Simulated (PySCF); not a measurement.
**ZnN⁺ from Hartree–Fock to correlated methods**

State: ³Σ⁻ (triplet), unpaired electrons π ↑↑. Set-up: PySCF, no relativity, basis sets Zn 6-31G(d,p), N 6-31G(d,p). De refers to Zn⁺ + N in their high-spin ground configurations, without counterpoise correction. The functionals are run spin-unrestricted. A positive dipole points towards N; it is taken about the centre of mass and depends on that origin. Levels whose curve was spin-contaminated or gave no clean fit are not listed.

```tsv
Level	Re (Å)	ωe (cm⁻¹)	De (eV)	μ (D)	CPU s a point (SCF and correlation, without the integrals)
ROHF	1.927	581	-1.01	-4.83	0.093
ROHF-MP2	1.922	560	0.53	n/a	0.2
ROHF-SCS-MP2	1.938	538	0.57	n/a	n/a
ROHF-CCSD	1.993	438	0.74	n/a	n/a
ROHF-CCSD(T)	2.003	426	0.91	n/a	14
LDA	1.841	592	2.38	-2.50	0.43
PBE	1.881	557	1.99	-2.65	0.66
TPSSh	1.892	555	1.65	-3.10	1.1
```

Problem. Which functional lies closest to ROHF-CCSD(T) in De, which farthest, and by how much do they differ from it?

Solution. Closest is TPSSh (-11.1 pm in Re, +30.3 % in ωe, +0.74 eV in De against ROHF-CCSD(T) in the same basis), farthest LDA (-16.2 pm in Re, +39.0 % in ωe, +1.47 eV in De). CCSD(T) converges more slowly with the basis than the functionals do and binds too weakly in this one, so the order can change at the basis-set limit.

Problem. What does the gradient correction do here, going from LDA to PBE?

Solution. PBE less LDA: +4.0 pm in Re, -5.9 % in ωe, -0.39 eV in De. The gradient correction favours the more uneven density of free atoms, so it tends to lengthen bonds and takes away much of the overbinding of LDA; so it does here.

Problem. What does second-order correlation do here, going from ROHF to ROHF-MP2?

Solution. ROHF-MP2 less ROHF: -0.5 pm in Re, -3.6 % in ωe, +1.54 eV in De. Correlation nearly always deepens the well. The bond shortens, as in weak, metallic or heavy-atom bonds, where dispersion and the correlation of outer-core electrons pull the atoms together.

Correlated steps freeze 6 core orbitals. Correlated levels converge slowly with the basis: in double zeta they bind strong bonds too weakly, by up to about 1 eV, and carry superposition errors of some tenths. For an ion De counts to the pair picked by the measured ionisation energies or electron affinities, which need not be the lowest pair at this level. The CCSD T1 diagnostic is raised, a sign that a single reference may not be enough here. UHF is strongly spin-contaminated for ZnN⁺, so the ROHF reference used there is far from stable. A negative De means that the minimum lies above the separated atoms at that level. The state was picked by a PBE0 search and need not be the measured ground state.

The whole job (state search and all levels along the bond) took about 3.4 min on 1 thread of Arm Neoverse V1 (shared host), peak memory 0.54 GiB.
